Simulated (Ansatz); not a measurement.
`CN([SiH2]O)[SiH](O)F` → `CN([SiH2]F)[SiH](O)O`  (isomerisation)

Isolated molecules relaxed with PBE0-D4/def2-TZVP in Ansatz; ΔE leaves out vibrations. CBS: MP2 limit from def2 TZ/QZ plus the TZ coupled-cluster correction, frozen cores. DFT in def2-TZVPP. B3LYP here is the variant with VWN-RPA as its local correlation; programs differ in this. Each species was taken in one conformer, which may not be the lowest.

```csv
level,ΔE (eV)
r2SCAN-D4,0.00
PBE0-D4,0.00
B3LYP-D4,0.00
B2PLYP,0.00
r2SCAN,0.00
PBE0,-0.01
MP2/def2-QZVPP,0.00
HF/CBS(def2),-0.01
```

(1) What does CCSD(T)/CBS give? (An estimate is asked.)

Largest T1 diagnostic among the species: 0.012.

## Answers

(1) The calculation gave: -0.01 eV. The listed levels differ from it by 0.01, 0.01, 0.01, 0.01, 0.01, 0.00, 0.01, 0.00 eV.
